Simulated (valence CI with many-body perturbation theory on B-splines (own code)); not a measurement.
Pt XLVII: magnetic and hyperfine properties of the levels

Calculated by relativistic CI+MBPT: four valence electrons over a frozen Dirac-Fock core [Ar] 3d10, radial functions for each j: 11 s, 11 p, 10 d, 8 f, 5 g, 2 h, with the one-electron correlation potential Σ1, the two-electron term Σ2, the three-electron term Σ3, Breit, model QED; selected CI, second order for the rest, scaled by the run's own slope (own B-spline code, finite nucleus).

The last digits are not significant, and no measured levels were compared; by estimate large intervals hold to a few tenths of a per cent, small ones and those within an open d or f shell to about a per cent. Among the levels kept, up to 410 cm⁻¹ of a level comes from second order outside the variational space, and about a tenth of that is noise between levels of different J, which matters for small intervals.

A/g_I is the dipole constant over the nuclear g factor μ/I (μ in nuclear magnetons, uniformly magnetised nucleus), B/Q the quadrupole constant per barn. Both hold the static response of the core; the bare values leave it out. Large factors of s and p1/2 electrons are usually good to 5 to 10 %; those of open d and f shells near neutrality can be off by tens of per cent, and small factors of p3/2, d and f electrons come from cancelling terms and can be off by a factor of two or in sign, in half-filled shells by more. B is blank for J = 1/2, where it vanishes, and for nearly pure S terms. Energies count from the lowest level. Levels with J = 0 are left out.

Levels are named by their leading jj configuration (3d3/2^4 stands for four electrons in 3d with j = 3/2), which in mixed levels can hold well under half, so a name can repeat and another be missing. Letters in brackets count levels of one name in rising energy.

| Level | E (eV) | g | A/g_I (MHz) | A/g_I bare | B/Q (MHz/b) | B/Q bare |
| --- | --- | --- | --- | --- | --- | --- |
| (4s^2 4p1/2 4p3/2) J=1 | 122.69 | 1.496 | -79400 | -77700 | 73300 | 71100 |
| (4s^2 4p1/2 4p3/2) J=2 | 127.32 | 1.173 | 223000 | 216000 | 132000 | 128000 |
| (4s 4p1/2^2 4p3/2) J=2 | 229.23 | 1.553 | 561000 | 544000 | 134000 | 130000 |
| (4s 4p1/2^2 4p3/2) J=1 | 245.07 | 1.075 | -409000 | -396000 | 91900 | 89200 |
| (4s^2 4p3/2^2) J=2 | 253.53 | 1.316 | 73600 | 70900 | 14300 | 13900 |
| (4s^2 4p1/2 4d3/2) J=2 | 289.99 | 0.760 | 195000 | 190000 | 28900 | 28600 |
| (4s^2 4p1/2 4d3/2) J=1 | 309.93 | 0.855 | -143000 | -137000 | 11700 | 11600 |
| (4s^2 4p1/2 4d5/2) J=2 | 324.98 | 1.338 | -21600 | -20300 | 10000 | 10000 |
| (4s^2 4p1/2 4d5/2) J=3 | 326.71 | 1.129 | 145000 | 141000 | 10900 | 11000 |
| (4s 4p1/2 4p3/2^2) J=2 [a] | 350.76 | 1.491 | 310000 | 300000 | 52200 | 50700 |
| (4s 4p1/2 4p3/2^2) J=3 | 358.93 | 1.306 | 476000 | 461000 | 15000 | 14700 |
| (4s 4p1/2 4p3/2^2) J=1 [a] | 372.02 | 1.286 | 624000 | 604000 | -109000 | -106000 |
| (4s 4p1/2 4p3/2^2) J=2 [b] | 374.38 | 1.089 | 6180 | 5960 | -20300 | -19800 |
| (4s 4p1/2 4p3/2^2) J=1 [b] | 376.00 | 1.359 | 143000 | 139000 | 69800 | 67700 |
| (4s 4p1/2^2 4d3/2) J=1 | 397.82 | 0.429 | -464000 | -449000 | 12600 | 12500 |
| (4s 4p1/2^2 4d3/2) J=2 | 401.62 | 1.150 | 509000 | 494000 | 23600 | 23400 |
| (4s^2 4p3/2 4d3/2) J=2 | 429.91 | 1.049 | 41400 | 40400 | -6870 | -6630 |
| (4s^2 4p3/2 4d3/2) J=1 | 431.64 | 1.121 | 58500 | 57100 | -65800 | -64000 |
| (4s 4p1/2^2 4d5/2) J=3 | 431.81 | 1.355 | 346000 | 337000 | 21900 | 21700 |
| (4s^2 4p3/2 4d3/2) J=3 | 432.27 | 1.107 | 59000 | 57600 | 148000 | 144000 |
| (4s 4p1/2^2 4d5/2) J=2 | 439.76 | 1.040 | -283000 | -273000 | 5390 | 5650 |
| (4s^2 4p3/2 4d5/2) J=4 | 446.10 | 1.245 | 36100 | 35300 | 178000 | 173000 |
| (4s^2 4p3/2 4d5/2) J=2 | 449.42 | 1.266 | 66700 | 65300 | -99300 | -96300 |
| (4s^2 4p3/2 4d5/2) J=3 | 465.71 | 1.187 | 39600 | 38800 | 9230 | 9360 |
| (4s^2 4p3/2 4d5/2) J=1 | 468.31 | 1.085 | -30100 | -27600 | 20200 | 19700 |
| (4p1/2^2 4p3/2^2) J=2 | 481.42 | 1.278 | 64900 | 63200 | 26900 | 26200 |
| (4s 4p3/2^3) J=2 | 495.17 | 1.414 | 531000 | 515000 | -145000 | -140000 |
| (4s^2 4p1/2 4f5/2) J=3 | 506.57 | 0.831 | 78300 | 76600 | 37900 | 36200 |
| (4s 4p3/2^3) J=1 | 510.35 | 1.184 | -410000 | -397000 | -51600 | -50000 |
| (4s 4p1/2 4p3/2 4d3/2) J=2 [a] | 511.25 | 1.004 | 33900 | 33300 | -15800 | -15500 |
| (4s 4p1/2 4p3/2 4d3/2) J=1 [a] | 511.61 | 1.161 | 231000 | 224000 | -69900 | -68000 |
| (4s 4p1/2 4p3/2 4d3/2) J=3 [a] | 514.24 | 1.161 | 261000 | 253000 | 17300 | 16800 |
| (4s^2 4p1/2 4f5/2) J=2 | 514.67 | 0.978 | 48800 | 48000 | -18400 | -18200 |
| (4s^2 4p1/2 4f7/2) J=4 | 516.89 | 1.113 | 200000 | 194000 | 61500 | 59200 |

(1) Take the isotope of mass number 195, with I = 1/2, μ = 0.6073 μN. What is the hyperfine structure of (4s 4p1/2^2 4p3/2) J=2?

Results:

(1) From the table A = 682000 MHz. Shifts from the centre of gravity in MHz: F = 3/2: -1020000, F = 5/2: 682000.
